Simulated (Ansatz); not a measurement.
A nudged elastic band was laid between two geometries of FGeH3O2 + H4Si (12 atoms, charge 0, multiplicity 1).

All numbers below come from RKS BHLYP/def2-SVP in Ansatz.

```json
{
  "movable images": "5",
  "climbing image": "yes",
  "spring": "5.0 eV/Å²",
  "optimiser": "quadratic models (default)",
  "start path": "through a guess of the saddle point",
  "force threshold": "0.05 eV/Å",
  "iteration limit": "60",
  "end points": "relaxed"
}
```

Image 0:

```xyz
12
Properties=species:S:1:pos:R:3
Ge -0.534 0.508 -0.078
O -0.853 0.704 1.623
H -0.203 0.313 2.205
F 1.007 1.173 -0.431
H -1.613 1.224 -0.862
O -0.305 -1.180 -0.494
H -1.074 -1.740 -0.401
Si 1.659 -2.767 1.433
H 0.535 -3.638 1.022
H 2.461 -2.344 0.268
H 2.518 -3.522 2.377
H 1.127 -1.583 2.154
```

Image 6:

```xyz
12
Properties=species:S:1:pos:R:3
Ge 0.468 -0.327 -0.131
O -0.437 -0.609 2.467
H -1.207 -0.795 1.921
F 0.681 -0.297 -1.865
H 0.684 1.125 0.289
O -1.260 -0.765 -0.016
H -1.751 -0.571 -0.812
Si 1.794 -2.062 0.806
H 0.896 -3.183 1.167
H 2.796 -2.539 -0.174
H 2.485 -1.558 2.011
H -0.425 -1.271 3.155
```

(1) What changes between the two ends?

(2) What energy profile does the band end with?

(3) What is the geometry of the highest image?

Answers

(1) Bonds broken: Ge1–O2, Si8–H12. Bonds formed: Ge1–Si8, O2–H12. FGeH3O2 + H4Si becomes FGeH5OSi + H2O.

(2) The forces met the threshold. The highest image is number 3 of 0 to 6, 2.76 eV above the first end and 2.60 eV above the last; the last end lies 0.16 eV above the first. A structure lower than the first end lies on the path between it and the top, so the climb from that side starts below the end, which may itself be a saddle point or a shallow side well. Neighbouring images differ by up to 2.8 eV, so the band resolves the path poorly. A vibrational analysis at the climbing image gives one clearly imaginary mode, 730i cm⁻¹: a first-order saddle point. The orbitals stay closed-shell, which can raise the energy where a bond breaks towards radicals; this wasn't checked here.

```tsv
image	path coordinate (Å)	energy (eV)	Ge1–O2 (Å)	Si8–H12 (Å)	Ge1–Si8 (Å)
0	0.00	0.00	1.74	1.48	4.22
1	1.80	-0.01	1.75	1.48	4.19
2	3.60	-0.01	1.74	1.48	3.89
3	5.40	2.76	1.95	2.05	3.04
4	7.69	0.53	2.70	2.95	2.39
5	9.98	0.19	2.66	3.43	2.38
6	12.27	0.16	2.77	3.33	2.38
```

(3) 
```xyz
12
Properties=species:S:1:pos:R:3
Ge -0.235 -0.062 0.012
O 0.107 0.332 1.889
H -0.620 0.472 2.510
F 1.187 0.128 -0.939
H -1.061 1.179 -0.262
O -1.301 -1.383 -0.365
H -0.886 -2.246 -0.326
Si 1.520 -2.269 1.144
H 1.012 -3.090 -0.006
H 2.978 -2.110 0.899
H 1.384 -3.199 2.308
H 0.640 -0.604 1.952
```

Time of the run: 2.8 min on 4 threads of AMD EPYC 9R45 96-Core Processor (Zen 5), on a shared host, peak memory 0.38 GiB.
